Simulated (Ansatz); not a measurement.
Job for Ansatz (a quantum-chemistry and plane-wave program): R-MP2/cc-pVTZ on CH3N (SMILES C=N).

Ansatz 0.2 input:
```yaml
crystal:
  periodic: [false, false, false]
  atoms:
    - {symbol: C, position_ang: [-0.55740008, 0.17855308, 0.01045098]}
    - {symbol: N, position_ang: [0.60302823, -0.31992002, -0.01201016]}
    - {symbol: H, position_ang: [-1.41804796, -0.49076045, 0.02134142]}
    - {symbol: H, position_ang: [-0.77858901, 1.25082695, 0.02015765]}
    - {symbol: H, position_ang: [1.31983979, 0.40805513, -0.02013386]}
basis:
  gaussian:
    orbitals: cc-pVTZ
magnetization: {spin_polarized: false}
correlation: {method: mp2, electrons: outside_noble_gas}
accuracy: high
relax: {f_tol: 0.0005, max_steps: 60}
scf: {lower_state_search: off}
output: {forces: true}
```

It printed:

```
WARN ansatz: RAYON_NUM_THREADS=2 ignored (pool sized by the plan → 2); use --threads N
Functional definition: HF
these checks for a lower state are left out or cut short: starts, cluster_reference, orbital_swaps, neighbouring_geometries, increment
integrals: 0.14 GiB planned
1903 factors; integrals over basis functions are off by at most 1.8e-9 eV
mean field: 0.25 GiB planned
mean field evaluation 1: about -2558.0646 eV, gradient 2.7e1 eV
mean field evaluation 2: about -2558.0649 eV, gradient 2.7e1 eV
mean field evaluation 4: about -2559.6842 eV, gradient 2.7e0 eV
mean field evaluation 8: about -2559.7128 eV, gradient 9.5e-5 eV
mean field -2559.71278545 eV, -94.0677098296 hartree, gradient 2.4e-8 eV, S^2 0.000000; 0 other end points of the search recorded, 0 dependent functions left out
2 core orbitals not correlated
reference -2559.71278545 eV, -94.0677098296 hartree; 6, 6 occupied and 94, 94 virtual orbitals, 1903 factors
densities: 0.43 GiB planned
second order -10.09057969 eV of doubles, -0.00000000 eV of singles
the calculation of the forces begins
mean field evaluation 16: about -2559.7128 eV, gradient 2.4e-8 eV
relax step   1: F+E_penalty+E_count = -2569.80336513 eV  Δ(F+E_penalty+E_count) = +0.000e0 eV  max|allowed force component| = 7.622e-1 eV/Å  Δτ_max = 0.0000 Å  (53 SCF iters, accepted)
these checks for a lower state are left out or cut short: starts, cluster_reference, orbital_swaps, neighbouring_geometries, increment
integrals: 0.14 GiB planned
1903 factors; integrals over basis functions are off by at most 1.8e-9 eV
mean field: 0.25 GiB planned
mean field -2559.70381253 eV, -94.0673800808 hartree, gradient 2.3e-8 eV, S^2 0.000000; 0 other end points of the search recorded, 0 dependent functions left out; unrestricted orbitals would lower it
2 core orbitals not correlated
reference -2559.70381253 eV, -94.0673800808 hartree; 6, 6 occupied and 94, 94 virtual orbitals, 1903 factors
densities: 0.43 GiB planned
second order -10.10505282 eV of doubles, -0.00000000 eV of singles
the calculation of the forces begins
relax step   2: F+E_penalty+E_count = -2569.80886535 eV  Δ(F+E_penalty+E_count) = -5.500e-3 eV  max|allowed force component| = 2.384e-1 eV/Å  Δτ_max = 0.0059 Å  (41 SCF iters, accepted)
these checks for a lower state are left out or cut short: starts, cluster_reference, orbital_swaps, neighbouring_geometries, increment
integrals: 0.14 GiB planned
1903 factors; integrals over basis functions are off by at most 1.8e-9 eV
mean field: 0.25 GiB planned
mean field evaluation 32: about -2559.6961 eV, gradient 8.3e-7 eV
mean field -2559.69613176 eV, -94.0670978179 hartree, gradient 8.5e-9 eV, S^2 0.000000; 0 other end points of the search recorded, 0 dependent functions left out; unrestricted orbitals would lower it
2 core orbitals not correlated
reference -2559.69613176 eV, -94.0670978179 hartree; 6, 6 occupied and 94, 94 virtual orbitals, 1903 factors
densities: 0.43 GiB planned
second order -10.11431059 eV of doubles, -0.00000000 eV of singles
the calculation of the forces begins
relax step   3: F+E_penalty+E_count = -2569.81044235 eV  Δ(F+E_penalty+E_count) = -1.577e-3 eV  max|allowed force component| = 3.785e-2 eV/Å  Δτ_max = 0.0095 Å  (40 SCF iters, accepted)
these checks for a lower state are left out or cut short: starts, cluster_reference, orbital_swaps, neighbouring_geometries, increment
integrals: 0.14 GiB planned
1903 factors; integrals over basis functions are off by at most 1.8e-9 eV
mean field: 0.25 GiB planned
mean field -2559.69491169 eV, -94.0670529812 hartree, gradient 8.7e-9 eV, S^2 0.000000; 0 other end points of the search recorded, 0 dependent functions left out; unrestricted orbitals would lower it
2 core orbitals not correlated
reference -2559.69491169 eV, -94.0670529812 hartree; 6, 6 occupied and 94, 94 virtual orbitals, 1903 factors
densities: 0.43 GiB planned
second order -10.11560481 eV of doubles, -0.00000000 eV of singles
the calculation of the forces begins
relax step   4: F+E_penalty+E_count = -2569.81051650 eV  Δ(F+E_penalty+E_count) = -7.415e-5 eV  max|allowed force component| = 1.010e-2 eV/Å  Δτ_max = 0.0029 Å  (43 SCF iters, accepted)
these checks for a lower state are left out or cut short: starts, cluster_reference, orbital_swaps, neighbouring_geometries, increment
integrals: 0.14 GiB planned
1903 factors; integrals over basis functions are off by at most 1.8e-9 eV
mean field: 0.25 GiB planned
mean field -2559.69510944 eV, -94.0670602481 hartree, gradient 3.6e-8 eV, S^2 0.000000; 0 other end points of the search recorded, 0 dependent functions left out; unrestricted orbitals would lower it
2 core orbitals not correlated
reference -2559.69510944 eV, -94.0670602481 hartree; 6, 6 occupied and 94, 94 virtual orbitals, 1903 factors
densities: 0.43 GiB planned
second order -10.11540844 eV of doubles, -0.00000000 eV of singles
the calculation of the forces begins
relax step   5: F+E_penalty+E_count = -2569.81051788 eV  Δ(F+E_penalty+E_count) = -1.377e-6 eV  max|allowed force component| = 5.853e-3 eV/Å  Δτ_max = 0.0005 Å  (31 SCF iters, accepted)
these checks for a lower state are left out or cut short: starts, cluster_reference, orbital_swaps, neighbouring_geometries, increment
integrals: 0.14 GiB planned
1903 factors; integrals over basis functions are off by at most 1.8e-9 eV
mean field: 0.25 GiB planned
mean field evaluation 64: about -2559.6951 eV, gradient 4.9e-7 eV
mean field -2559.69505693 eV, -94.0670583184 hartree, gradient 1.0e-8 eV, S^2 0.000000; 0 other end points of the search recorded, 0 dependent functions left out; unrestricted orbitals would lower it
2 core orbitals not correlated
reference -2559.69505693 eV, -94.0670583184 hartree; 6, 6 occupied and 94, 94 virtual orbitals, 1903 factors
densities: 0.43 GiB planned
second order -10.11546202 eV of doubles, -0.00000000 eV of singles
the calculation of the forces begins
relax step   6: F+E_penalty+E_count = -2569.81051894 eV  Δ(F+E_penalty+E_count) = -1.063e-6 eV  max|allowed force component| = 2.943e-4 eV/Å  Δτ_max = 0.0003 Å  (31 SCF iters, accepted)
Total energy: -2569.81051894 eV, -94.4387946910 hartree
Atom 0 at    -0.559552     0.179644     0.010494 Å, force    -0.000207    -0.000013     0.000003 eV/Å
Atom 1 at     0.609204    -0.329934    -0.012171 Å, force     0.000294    -0.000177    -0.000006 eV/Å
Atom 2 at    -1.415639    -0.487843     0.021317 Å, force    -0.000215    -0.000089     0.000003 eV/Å
Atom 3 at    -0.769941     1.248918     0.020000 Å, force    -0.000036     0.000190     0.000002 eV/Å
Atom 4 at     1.304759     0.415970    -0.019834 Å, force     0.000164     0.000088    -0.000002 eV/Å
Dipole moment:    -0.164607     0.381375     0.004911 e Å
Checks for a lower state left out: starts, cluster_reference, orbital_swaps, neighbouring_geometries, increment
```

The run converged.

Cost: roughly 50 core-seconds.
